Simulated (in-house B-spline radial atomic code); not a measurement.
Values are calculated unless marked as measured or tabulated.
## P in an electron gas of r_s = 1.65: phase shifts, screening and friction

A nucleus sits in a uniform electron gas with a rigid positive background. The Kohn-Sham equations are solved self-consistently in the spin-unpolarised LDA (PW92), non-relativistic, on B-splines with outgoing waves at the boundary and partial waves to l = 8. The model has no lattice, no bands and no magnetic solution. Atomic units; δ_l are the phase shifts at the Fermi level, counted so that each bound state adds π, and good to about 0.0005.

The density parameter is r_s = 1.65 bohr.

```json
{"l": "0", "δ_l (rad)": "6.8245"}
{"l": "1", "δ_l (rad)": "4.3324"}
{"l": "2", "δ_l (rad)": "0.5993"}
{"l": "3", "δ_l (rad)": "0.0749"}
{"l": "4", "δ_l (rad)": "0.0170"}
{"l": "5", "δ_l (rad)": "0.0044"}
{"l": "6", "δ_l (rad)": "0.0011"}
{"l": "7", "δ_l (rad)": "0.0004"}
{"l": "8", "δ_l (rad)": "0.0001"}
```

Bound levels below the band bottom (hartree): s -75.3, s -5.65, p -3.89, s -0.0796.

(1) Check the Friedel sum rule, and say where the screening charge sits.

(2) Find the transport cross section and the electronic stopping of a 1 keV P ion (mass 30.97 u).

## Answers

(1) k_F = (9π/4)^(1/3)/r_s = 1.16313. The rule is Z = (2/π) Σ (2l + 1) δ_l. The terms are s 4.345, p 8.274, d 1.908, f 0.334 and 0.142 beyond, in all 15.003 against Z = 15. Bound states hold 6 s, 6 p, 0 d electrons, so the scattering states carry 3.00 in all; where a term is smaller than its bound count, the bound level has drawn weight out of the band.

(2) σ_tr = (4π/k_F²) Σ (l + 1) sin²(δ_l − δ_(l+1)). The terms for l = 0 to 3 are 0.3658, 0.6219, 0.7521, 0.0134, all together 1.7540, so σ_tr = 9.289 × 1.7540 = 16.292 bohr². With n = 3/(4π r_s³) = 0.05314, the friction coefficient is Q = n k_F σ_tr = 1.0071. For v well below v_F = 1.163, dE/dx = Q v; with 24801 eV per u at v = 1, v = √(1000/(24801 × 30.97)) = 0.0361, so dE/dx = 0.03634 hartree/bohr = 18.7 eV/nm. The largest term couples the d and f waves.
